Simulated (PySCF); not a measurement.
# Computed data sheet: `C=CC[Si](CC=C)(CC=C)CC=C` (Si(eta1-allyl)4)

Compound: Si(eta1-allyl)4, C₁₂H₂₀Si.
Geometry (PBE0-D3(BJ)/def2-SVP, Å), atoms numbered from 1 in this order:
```
atom  x, y, z in Å
Si1   -0.1726    0.1773   -0.1761
C2    -0.1209    0.2062    1.7218
C3     0.4722   -1.0093    2.3483
C4     1.6212   -1.0612    3.0286
H5    -1.1703    0.3320    2.0472
H6     0.4231    1.1137    2.0337
H7    -0.0894   -1.9434    2.2131
H8     2.2257   -0.1640    3.1989
H9     1.9974   -2.0014    3.4393
C10    1.5705    0.2162   -0.9228
C11    2.3517   -1.0312   -0.6850
C12    2.5755   -1.9922   -1.5866
H13    2.0804    1.0979   -0.4969
H14    1.4516    0.4063   -2.0038
H15    2.7305   -1.1722    0.3342
H16    2.2122   -1.9080   -2.6165
H17    3.1347   -2.8950   -1.3284
C18   -1.1152    1.7130   -0.7699
C19   -0.5312    2.9762   -0.2358
C20    0.2771    3.8077   -0.9007
H21   -2.1655    1.5903   -0.4533
H22   -1.1026    1.7036   -1.8733
H23   -0.7675    3.2101    0.8106
H24    0.5471    3.6293   -1.9470
H25    0.6911    4.7003   -0.4254
C26   -1.0823   -1.3728   -0.7829
C27   -2.4040   -1.5423   -0.1164
C28   -3.5927   -1.2051   -0.6268
H29   -0.4196   -2.2348   -0.5970
H30   -1.1929   -1.2801   -1.8769
H31   -2.3780   -1.9474    0.9040
H32   -3.6868   -0.7985   -1.6394
H33   -4.5148   -1.3332   -0.0545
```

PBE0-D3(BJ)/def2-SVP geometry optimisation, gas phase (PySCF):

```
Point group                  : C1
Rotational constants A, B, C : 0.592, 0.536, 0.442 GHz
```

**wB97X-D/def2-SVPD ground state and vertical TDDFT (core frozen in the response) (PySCF)**

```
Dipole moment                                                     : 0.37 D
HOMO energy                                                       : -8.58 eV
LUMO energy                                                       : 1.72 eV
HOMO–LUMO gap                                                     : 10.30 eV
Lowest singlet excitation                                         : 6.52 eV (190 nm, f = 0.226)
Strongest line among the 10 lowest singlet transitions            : S3 at 6.65 eV (186 nm, f = 0.668)
Lowest triplet excitation (Tamm–Dancoff)                          : 4.28 eV
Static isotropic polarisability                                   : 173.6 au
Electronic spatial extent ⟨r²⟩ about the centre of nuclear charge : 3253 bohr²
```

KT2/pcSseg-1 ground state and GIAO shieldings, non-relativistic (PySCF):

```
13C chemical shifts (computed TMS as zero) by class         : 134.1 (C3/C11/C19/C27), 111.3 (C4/C12/C20/C28), 24.8 (C2/C10/C18/C26) ppm
1H chemical shifts (computed TMS as zero) by class          : 5.91 (H7/H15/H23/H31), 5.04 (H33), 5.02 (H8/H16/H24/H32), 4.98 (H25), 4.91 (H9), 4.83 (H17), 1.77 (H5/H6/H13/H14/H21/H22/H29/H30) ppm
Isotropic shieldings of nuclei other than C and H, by class : 367 (Si1) ppm
```

Monoisotopic mass (most abundant isotopes): 192.1334 u.

No computed singlet falls in the visible range (750 to 380 nm, 1.65 to 3.26 eV); S1 lies 3.26 eV above its blue end. With B = h/(8π²I), that is 505.379 GHz u Å² over I, the principal moments of inertia are 854.1, 943.7 and 1142.3 u Å² (most abundant isotopes); the inertial defect Ic − Ia − Ib is -655.5 u Å² (zero for a rigid planar frame, negative otherwise). A dipole of 0.37 D is allowed in C1, and pure rotational transitions are dipole-allowed. The vertical singlet–triplet gap S1 − T1 is 2.24 eV (TDDFT singlet less Tamm–Dancoff triplet; S1: HOMO→LUMO, weight 0.55; T1: HOMO→LUMO, weight 0.27, beside HOMO−2→LUMO+1, weight 0.16).

 NMR classes are plain means over equivalent atoms (diastereotopic ones count apart unless rotation or inversion swaps them), as if these changed places fast; in this geometry the members of some classes differ.

One conformer stands for the species.
